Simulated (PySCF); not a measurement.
Polarisability and C₆ of Rh²⁺ (rhodium, charge +2)

[Kr] 4d7, high-spin 4F determinant. All numbers are calculated (PySCF 2.14, scalar relativity through the core potential, in aug-cc-pwCVTZ-PP with ECP28MDF). Coupled (time-dependent) response in atomic units; α is the mean over directions.

```
method  mean α (bohr³)  C₆ (like pair)  S(−4)
   UHF           6.711           35.13  10.80
   PBE           7.737           41.29  16.91
```

S(−4) is the Cauchy moment in α(ω) = α(0) + S(−4) ω² + …

Spin-orbit coupling is absent.

α(iu) at PBE:

| u (hartree) | α(iu) (bohr³) |
| --- | --- |
| 0 | 7.737 |
| 0.0500 | 7.695 |
| 0.100 | 7.575 |
| 0.200 | 7.152 |
| 0.300 | 6.605 |
| 0.500 | 5.504 |
| 0.750 | 4.393 |
| 1.00 | 3.561 |
| 1.50 | 2.446 |
| 2.00 | 1.764 |
| 3.00 | 1.019 |
| 5.00 | 0.4491 |

A single London oscillator, α(iu) = α/(1 + u²/ω²), gives C₆ = (3/4) ω α². Matching the computed C₆ needs ω = 4 × 41.29 / (3 × 7.737²) = 0.920 hartree.

For an ion, C₆ is the dispersion term alone; charge-induced terms of lower order in 1/R come first.

Energies and moments cover only the electrons outside the core potential.
